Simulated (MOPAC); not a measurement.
MOPAC input (PM6):

```
PM6 1SCF GEO-OK AUX(PRECISION=9) THREADS=1
BeF2

Be    0.00000000 1    0.00000000 1    0.00000000 1
F    -0.00000000 1   -0.00000000 1   -1.38116800 1
F     0.00000000 1    0.00000000 1    1.38116800 1
```

Output:

```
 *******************************************************************************
 **                                                                           **
 **                              MOPAC v23.2.5                                **
 **                                                                           **
 *******************************************************************************
 ** MOPAC's Digital Object Identifier: https://doi.org/10.5281/zenodo.6511958 **
 **                                                                           **
 ** Please cite the open-source release paper for use of this MOPAC version:  **
 ** J. E. Moussa and J. J. P. Stewart (2026)                                  **
 ** MOPAC: An open-source semiempirical molecular orbital program             **
 ** J. Open Source Softw., 11(119), 8025, https://doi.org/10.21105/joss.08025 **
 *******************************************************************************

                              PM6 CALCULATION RESULTS

 *******************************************************************************
 *  PM6        - The PM6 Hamiltonian to be used
 *  GEO-OK     - OVERRIDE INTERATOMIC DISTANCE AND OTHER SAFETY CHECKS
 *  1SCF       - DO 1 SCF AND THEN STOP
 *  AUX        - OUTPUT AUXILIARY INFORMATION
 *******************************************************************************
PM6 1SCF GEO-OK AUX(PRECISION=9) THREADS=1
 BeF2

   ATOM   CHEMICAL          X               Y               Z
  NUMBER   SYMBOL      (ANGSTROMS)     (ANGSTROMS)     (ANGSTROMS)

     1      Be          0.00000000  *   0.00000000  *   0.00000000  *
     2       F         -0.00000000  *  -0.00000000  *  -1.38116800  *
     3       F          0.00000000  *   0.00000000  *   1.38116800  *

          CARTESIAN COORDINATES

    NO.       ATOM           X           Y           Z

     1        Be          0.0000      0.0000      0.0000
     2         F         -0.0000     -0.0000     -1.3812
     3         F          0.0000      0.0000      1.3812

 General Reference for PM6:
 "Optimization of Parameters for Semiempirical Methods V: Modification of NDDO Approximations
 and Application to 70 Elements", J. J. P. Stewart, J. Mol. Mod., 13, 1173-1213 (2007)
 URL: https://link.springer.com/article/10.1007/s00894-007-0233-4

           Empirical Formula: Be F2  =     3 atoms

      MOLECULAR POINT GROUP   :   D*h

      RHF CALCULATION, NO. OF DOUBLY OCCUPIED LEVELS = 8

 -------------------------------------------------------------------------------
 PM6 1SCF GEO-OK AUX(PRECISION=9) THREADS=1
 BeF2

     1SCF WAS SPECIFIED, SO BFGS WAS NOT USED
     SCF FIELD WAS ACHIEVED

                              PM6 CALCULATION
                                                       MOPAC v23.2.5 Linux

          FINAL HEAT OF FORMATION =       -180.36419 KCAL/MOL =    -754.64379 KJ/MOL

          COSMO AREA              =         74.38 SQUARE ANGSTROMS
          COSMO VOLUME            =         57.14 CUBIC ANGSTROMS

          IONIZATION POTENTIAL    =         14.893266 EV
          HOMO LUMO ENERGIES (EV) =        -14.893  1.841
          NO. OF FILLED LEVELS    =          8
          MOLECULAR WEIGHT        =         47.0090         POINT GROUP:  D*h

          MOLECULAR DIMENSIONS (Angstroms)

            Atom       Atom       Distance
            F     3    F     2     2.76234
            F     3    F     2     0.00000
           Be     1    F     2     0.00000

          SCF CALCULATIONS        =          1

   ATOM   CHEMICAL          X               Y               Z
  NUMBER   SYMBOL      (ANGSTROMS)     (ANGSTROMS)     (ANGSTROMS)

     1      Be          0.00000000  *   0.00000000  *   0.00000000  *
     2       F         -0.00000000  *  -0.00000000  *  -1.38116800  *
     3       F          0.00000000  *   0.00000000  *   1.38116800  *

                             CARTESIAN COORDINATES

   1   Be        0.000000000     0.000000000     0.000000000
   2    F       -0.000000000    -0.000000000    -1.381168000
   3    F        0.000000000     0.000000000     1.381168000

           Empirical Formula: Be F2  =     3 atoms

      MOLECULAR POINT GROUP   :   D*h

                  EIGENVALUES
 -40.46172 -39.18407 -15.84401 -15.83567 -15.83567 -15.52055 -14.89327 -14.89327
   1.84144   2.93719   2.93719   5.62036

              NET ATOMIC CHARGES AND DIPOLE CONTRIBUTIONS

  ATOM NO.   TYPE          CHARGE      No. of ELECS.   s-Pop       p-Pop
    1         Be           0.826294        1.1737     0.45673     0.71698
    2          F          -0.413147        7.4131     1.93474     5.47841
    3          F          -0.413147        7.4131     1.93474     5.47841
 DIPOLE           X         Y         Z       TOTAL
 POINT-CHG.     0.000     0.000     0.000     0.000
 HYBRID         0.000    -0.000    -0.000     0.000
 SUM            0.000    -0.000     0.000     0.000

          ATOMIC ORBITAL ELECTRON POPULATIONS

     Atom    s        px        py        pz
    1 Be   0.45673   0.13358   0.13358   0.44981
    2  F   1.93474   1.93321   1.93321   1.61199
    3  F   1.93474   1.93321   1.93321   1.61199

 **********************
 *                    *
 * JOB ENDED NORMALLY *
 *                    *
 **********************

 == MOPAC DONE ==
```

The geometry given is a B3LYP-D3(BJ)/def2-TZVP minimum.
